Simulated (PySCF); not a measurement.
## Spin-rotation constants: `InChI=1S/C6H10O2/c1-3-4-5-6(7)8-2/h3H,1,4-5H2,2H3`

Cartesian coordinates in Å; atom numbers follow the order of the lines, from 1:
```xyz
18

C    -3.465    0.487    0.726
C    -2.548   -0.235    0.112
C    -1.239    0.294   -0.381
C    -0.071   -0.442    0.278
C     1.265    0.047   -0.230
O     1.436    0.851   -1.106
O     2.267   -0.548    0.436
C     3.584   -0.178    0.052
H    -3.328    1.540    0.909
H    -4.394    0.062    1.068
H    -2.712   -1.292   -0.057
H    -1.169    0.158   -1.463
H    -1.158    1.362   -0.175
H    -0.093   -0.311    1.362
H    -0.131   -1.515    0.080
H     3.748    0.886    0.232
H     3.742   -0.382   -1.009
H     4.256   -0.777    0.661
```

Computed with PySCF 2.14.0, GIAO B3LYP/pcSseg-1 magnetisability, rotational g tensor and spin-rotation constants, non-relativistic, gas phase. Geometry: GFN2-xTB.

Q: Give the nuclear spin-rotation constants along the inertial axes (H = +C I·J) beside the isotropic shieldings.

A: Rotational constants 7.3781, 0.8038, 0.7565 GHz. A star marks the isotopologue with that one atom substituted, in its own axes.
| atom | isotope | Caa (kHz) | Cbb (kHz) | Ccc (kHz) | mean (kHz) | σ (ppm) |
| --- | --- | --- | --- | --- | --- | --- |
| H9 | 1H | -0.738 | -0.050 | 0.027 | -0.254 | 26.5 |
| H10 | 1H | 0.269 | -0.053 | -0.076 | 0.047 | 26.7 |
| H11 | 1H | -0.730 | -0.044 | 0.029 | -0.248 | 25.9 |
| H12 | 1H | -0.709 | -0.036 | -0.025 | -0.257 | 29.2 |
| H13 | 1H | -0.738 | -0.061 | -0.004 | -0.268 | 29.7 |
| H14 | 1H | -0.762 | -0.038 | -0.028 | -0.276 | 29.6 |
| H15 | 1H | -0.769 | -0.061 | -0.004 | -0.278 | 29.4 |
| H16 | 1H | -0.723 | -0.051 | 0.004 | -0.257 | 27.9 |
| H17 | 1H | -0.664 | -0.040 | -0.011 | -0.238 | 27.8 |
| H18 | 1H | -0.357 | -0.004 | -0.081 | -0.147 | 28.1 |
| C1 | 13C* | 2.433 | 0.208 | 0.244 | 0.962 | 61.0 |
| C2 | 13C* | 2.704 | 0.227 | 0.295 | 1.075 | 33.9 |
| C3 | 13C* | 1.284 | 0.141 | 0.140 | 0.522 | 145.2 |
| C4 | 13C* | 1.105 | 0.154 | 0.154 | 0.471 | 142.8 |
| C5 | 13C* | 4.006 | 0.297 | 0.210 | 1.504 | 0.4 |
| O6 | 17O* | -3.748 | -0.536 | -0.043 | -1.442 | -106.4 |
| O7 | 17O* | -1.801 | -0.201 | -0.098 | -0.700 | 142.2 |
| C8 | 13C* | 1.193 | 0.184 | 0.163 | 0.513 | 127.6 |

For the geometry as given, no vibrational averaging.

Q: How do the rotational constants and the g tensor change when H9, H10, H11, H12, H13, H14, H15, H16, H17, H18 are replaced by deuterium?

A: Constants 5.9265, 0.6957, 0.6604 GHz; g -0.0509, -0.0051, -0.0041, against -0.0632, -0.0058, -0.0048 before.
